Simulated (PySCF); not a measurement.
Isomers of C9H12.

All values: PBE0/pcSseg-1 (PySCF) at GFN2-xTB geometries, gas phase, one conformer each. Dipoles and anisotropies that the point group forbids are given as zero.

**Question.** Rank by LUMO energy, highest first.
A. `[CH2:1]=[CH:2]/[CH:3]=[C:4]1/[CH2:5][C@@H:6]([CH3:7])[C:8]1=[CH2:9]` with C1–C2–C3–C4 178°
B. `[CH:1]#[C:2][CH:3]=[C:4]1[CH2:5][CH2:6][CH2:7][CH2:8][CH2:9]1` with C3–C4–C5–C6 123°, C4–C5–C6–C7 55°, C5–C6–C7–C8 -58°, C6–C7–C8–C9 58°
C. `[CH:1]#[C:2][C@@:3]12[CH2:4][CH2:5][CH2:6][CH2:7][C@@H:8]1[CH2:9]2` with C2–C3–C4–C5 126°, C3–C4–C5–C6 52°, C4–C5–C6–C7 -68°, C5–C6–C7–C8 49°
D. `[CH:1]#[C:2][C@@H:3]1[CH2:4][CH2:5][C:6](=[CH2:7])[C@H:8]1[CH3:9]` with C2–C3–C4–C5 -162°, C3–C4–C5–C6 34°, C4–C5–C6–C7 164°, C5–C6–C8–C9 -132°
E. `[CH3:1][CH:2]([CH3:3])[c:4]1[cH:5][cH:6][cH:7][cH:8][cH:9]1` with C1–C2–C4–C5 -62°
F. `[CH:1]#[C:2][C:3]1([CH:4]=[CH2:5])[CH2:6][CH2:7][CH2:8][CH2:9]1` with C2–C3–C4–C5 -4°, C2–C3–C6–C7 -157°, C3–C6–C7–C8 29°, C6–C7–C8–C9 -8°, C7–C8–C9–C3 -17°

**Answer.** C (1.27 eV), F (0.41 eV), D (0.21 eV), E (-0.10 eV), B (-0.54 eV), A (-1.49 eV).

**Question.** Rank by dipole moment, lowest first.
A. `[CH:1]#[C:2][CH:3]=[C:4]1[CH2:5][CH2:6][CH2:7][CH2:8][CH2:9]1` with C3–C4–C5–C6 123°, C4–C5–C6–C7 55°, C5–C6–C7–C8 -58°, C6–C7–C8–C9 58°
B. `[CH2:1]=[CH:2]/[CH:3]=[C:4]1/[CH2:5][C@@H:6]([CH3:7])[C:8]1=[CH2:9]` with C1–C2–C3–C4 178°
C. 1,2,3-trimethylbenzene (`c1ccc(C)c(C)c1C`)
D. `[CH:1]#[C:2][C@@:3]12[CH2:4][CH2:5][CH2:6][CH2:7][C@@H:8]1[CH2:9]2` with C2–C3–C4–C5 126°, C3–C4–C5–C6 52°, C4–C5–C6–C7 -68°, C5–C6–C7–C8 49°
E. `[CH3:1][CH2:2][CH2:3][c:4]1[cH:5][cH:6][cH:7][cH:8][cH:9]1` with C1–C2–C3–C4 -67°, C2–C3–C4–C5 97° (propylbenzene)
F. `[CH2:1]=[CH:2][C:3]([CH:4]=[CH2:5])([CH:6]=[CH2:7])[CH:8]=[CH2:9]` with C1–C2–C3–C4 25°, C2–C3–C4–C5 -142°, C2–C3–C6–C7 -25°, C2–C3–C8–C9 -97° (tetravinylmethane)

**Answer.** F (0.00 D), E (0.40 D), B (0.56 D), C (0.78 D), D (1.13 D), A (1.41 D).

**Question.** Rank by the lowest Hirshfeld charge on any atom, highest value first.
A. `[CH2:1]=[CH:2][C:3]([CH:4]=[CH2:5])([CH:6]=[CH2:7])[CH:8]=[CH2:9]` with C1–C2–C3–C4 25°, C2–C3–C4–C5 -142°, C2–C3–C6–C7 -25°, C2–C3–C8–C9 -97°
B. `[CH:1]#[C:2][C@@H:3]1[CH2:4][CH2:5][C:6](=[CH2:7])[C@H:8]1[CH3:9]` with C2–C3–C4–C5 -162°, C3–C4–C5–C6 34°, C4–C5–C6–C7 164°, C5–C6–C8–C9 -132°
C. `C1(=C[C@@H]2C[C@H]1C=C2C)C`

**Answer.** A (-0.103 e), C (-0.117 e), B (-0.129 e).

All values together:

| SMILES | μ (D) | HOMO (eV) | LUMO (eV) | lowest IAO charge (e) | highest IAO charge (e) | lowest Hirshfeld charge (e) | highest Hirshfeld charge (e) |
| --- | --- | --- | --- | --- | --- | --- | --- |
| CC(C)c1ccccc1 | 0.38 | -7.00 | -0.10 | -0.413 (C) | +0.151 (H) | -0.118 (C) | +0.049 (H) |
| C=CC(C=C)(C=C)C=C | 0.00 | -7.28 | -0.13 | -0.326 (C) | +0.154 (H) | -0.103 (C) | +0.047 (H) |
| C#CC1(C=C)CCCC1 | 0.86 | -7.40 | 0.41 | -0.318 (C) | +0.198 (H) | -0.121 (C) | +0.088 (H) |
| C#C[C@@]12CCCC[C@@H]1C2 | 1.13 | -6.97 | 1.27 | -0.287 (C) | +0.197 (H) | -0.135 (C) | +0.085 (H) |
| Cc1cccc(C)c1C | 0.78 | -6.71 | 0.10 | -0.427 (C) | +0.149 (H) | -0.117 (C) | +0.047 (H) |
| C=C1CC[C@@H](C#CC)C1 | 0.61 | -6.99 | 0.30 | -0.434 (C) | +0.169 (H) | -0.127 (C) | +0.058 (H) |
| C#C[C@@H]1CCC(=C)[C@H]1C | 0.50 | -7.10 | 0.21 | -0.413 (C) | +0.199 (H) | -0.129 (C) | +0.087 (H) |
| C=C/C=C1/C[C@@H](C)C1=C | 0.56 | -6.11 | -1.49 | -0.416 (C) | +0.154 (H) | -0.118 (C) | +0.047 (H) |
| C#CC(CC=C)CC=C | 0.44 | -7.29 | 0.24 | -0.322 (C) | +0.199 (H) | -0.124 (C) | +0.089 (H) |
| C#CC=C1CCCCC1 | 1.41 | -6.57 | -0.54 | -0.269 (C) | +0.200 (H) | -0.121 (C) | +0.088 (H) |
| CCCc1ccccc1 | 0.40 | -7.00 | -0.12 | -0.419 (C) | +0.151 (H) | -0.121 (C) | +0.049 (H) |
| CC1=C[C@@H]2C[C@H]1C=C2C | 0.17 | -5.98 | 0.11 | -0.425 (C) | +0.149 (H) | -0.117 (C) | +0.046 (H) |

Conformers: `[CH3:1][CH:2]([CH3:3])[c:4]1[cH:5][cH:6][cH:7][cH:8][cH:9]1` with C1–C2–C4–C5 -62°; `[CH2:1]=[CH:2][C:3]([CH:4]=[CH2:5])([CH:6]=[CH2:7])[CH:8]=[CH2:9]` with C1–C2–C3–C4 25°, C2–C3–C4–C5 -142°, C2–C3–C6–C7 -25°, C2–C3–C8–C9 -97°; `[CH:1]#[C:2][C:3]1([CH:4]=[CH2:5])[CH2:6][CH2:7][CH2:8][CH2:9]1` with C2–C3–C4–C5 -4°, C2–C3–C6–C7 -157°, C3–C6–C7–C8 29°, C6–C7–C8–C9 -8°, C7–C8–C9–C3 -17°; `[CH:1]#[C:2][C@@:3]12[CH2:4][CH2:5][CH2:6][CH2:7][C@@H:8]1[CH2:9]2` with C2–C3–C4–C5 126°, C3–C4–C5–C6 52°, C4–C5–C6–C7 -68°, C5–C6–C7–C8 49°; `[CH2:1]=[C:2]1[CH2:3][CH2:4][C@@H:5]([C:6]#[C:7][CH3:8])[CH2:9]1` with C1–C2–C3–C4 168°, C2–C3–C4–C5 32°, C3–C4–C5–C6 -162°, C4–C5–C9–C2 32°; `[CH:1]#[C:2][C@@H:3]1[CH2:4][CH2:5][C:6](=[CH2:7])[C@H:8]1[CH3:9]` with C2–C3–C4–C5 -162°, C3–C4–C5–C6 34°, C4–C5–C6–C7 164°, C5–C6–C8–C9 -132°; `[CH2:1]=[CH:2]/[CH:3]=[C:4]1/[CH2:5][C@@H:6]([CH3:7])[C:8]1=[CH2:9]` with C1–C2–C3–C4 178°; `[CH:1]#[C:2][CH:3]([CH2:4][CH:5]=[CH2:6])[CH2:7][CH:8]=[CH2:9]` with C2–C3–C4–C5 -64°, C3–C4–C5–C6 -124°, C2–C3–C7–C8 -174°, C3–C7–C8–C9 -123°; `[CH:1]#[C:2][CH:3]=[C:4]1[CH2:5][CH2:6][CH2:7][CH2:8][CH2:9]1` with C3–C4–C5–C6 123°, C4–C5–C6–C7 55°, C5–C6–C7–C8 -58°, C6–C7–C8–C9 58°; `[CH3:1][CH2:2][CH2:3][c:4]1[cH:5][cH:6][cH:7][cH:8][cH:9]1` with C1–C2–C3–C4 -67°, C2–C3–C4–C5 97°.
